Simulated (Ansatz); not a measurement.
**Which isomer of B2FH2N gives these data?**

These gas-phase data were calculated for one isomer of B2FH2N at B3LYP-D3(BJ)/def2-SVP (harmonic, unscaled wavenumbers; equilibrium rotational constants with average atomic masses):

```
rotational constants            : 31.54, 6.171, 5.161 GHz
all wavenumbers above 1500 cm⁻¹ : 3513, 2701, 1602
```

Candidates:

(1) `BN=BF`, a singlet
(2) `B=NBF`, a singlet
(3) `FB1BN1`, a singlet

Which candidate do the data belong to?

Candidate (3). The band at 3513 cm⁻¹ lies where the N–H stretch is expected; (1), (2) have no mode between 3250 and 3800 cm⁻¹.

The same quantities for all candidates:

|  | rotational constants (GHz) | wavenumbers above 1500 cm⁻¹ | E above the lowest, B3LYP-D3(BJ)/def2-SVP (kcal/mol) |
| --- | --- | --- | --- |
| (1) | 228.2, 3.683, 3.624 | 2617, 2538, 2174 | 15.0 |
| (2) | 52.91, 4.576, 4.211 | 2867, 2630, 1955 | 0.0 |
| (3) | 31.54, 6.171, 5.161 | 3513, 2701, 1602 | 26.1 |

Harmonic stretches to hydrogen usually lie a few per cent above observed fundamentals. Each candidate is one conformer. Programs: Ansatz 0.2.0.
